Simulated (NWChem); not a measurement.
CH5AlS; SMILES C[S][AlH2]

```xyz
8

Al     0.2024    -1.5365     0.0030
H     -0.8329    -2.7346     0.0102
H      1.7832    -1.6892    -0.0077
S     -0.6336     0.4718     0.0078
C      0.8403     1.5536    -0.0017
H      0.8180     2.1891     0.8939
H      0.8030     2.1932    -0.8938
H      1.7774     0.9797    -0.0109
```
Atoms are numbered in this order, from 1.

Level: PBE0/def2-SVP (NWChem), optimised geometry, unscaled harmonic frequencies. 

```csv
frequency (cm⁻¹),IR intensity (km/mol)
81,0.4
180,1.2
241,0.4
477,49.7
517,32.0
576,177.6
727,29.2
758,277.7
965,7.8
976,2.9
1336,10.2
1448,6.6
1458,9.2
1936,118.2
1964,200.5
3070,18.7
3185,1.1
3189,1.5
```

```
Item                                                                               Result
-----------------------------------------------------------------------  ----------------
zero-point energy                                                           33.0 kcal/mol
thermal correction to the enthalpy at 298.15 K (with zero-point energy)     37.1 kcal/mol
heat capacity Cv                                                         17.8 cal/(mol K)
entropy at 298.15 K and 1 atm (symmetry number 1)                        74.3 cal/(mol K)
dipole moment                                                                      1.50 D
```

Rigid rotor and harmonic oscillator; modes under 100 cm⁻¹ make the entropy uncertain.
